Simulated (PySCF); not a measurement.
## Cobalt: a sound run and one with changed settings

Sound run: Co [Ar] 3d7 4s2, Co⁺ [Ar] 3d8. Computed with PySCF 2.14 in pcseg-2 (6s4p3d2f1g, 56 functions), with the non-relativistic Hamiltonian (point nucleus). The sound run starts from symmetry-adapted Hartree-Fock orbitals and uses a fine grid where one is needed.

A second run was set up differently.

| species | method | sound run (hartree) | changed run (hartree) | converged |
| --- | --- | --- | --- | --- |
| Co | UHF | -1381.40041 | -1381.40041 | yes |
| Co | PBE | -1382.49495 | -1382.51431 | yes |
| Co | M06-2X | -1382.71706 | -1382.71089 | yes |
| Co⁺ | UHF | -1381.10962 | -1381.10962 | yes |
| Co⁺ | PBE | -1382.22776 | -1382.25577 | yes |
| Co⁺ | M06-2X | -1382.43038 | -1382.41783 | yes |

Ionisation energy of Co:

```tsv
method	sound run (eV)	changed run (eV)
UHF	7.913	7.913
PBE	7.271	7.035
M06-2X	7.801	7.975
```

(1) What was changed?
A. too few SCF iterations
B. basis contracted for another Hamiltonian
C. angular grid far too coarse
D. level shift left on

Answers

(1) C. It used 26 angular points. A coarse angular grid integrates products of high-l functions wrongly, so density functionals can shift, and the SCF can exploit the error; Hartree-Fock and MP2 need no grid.
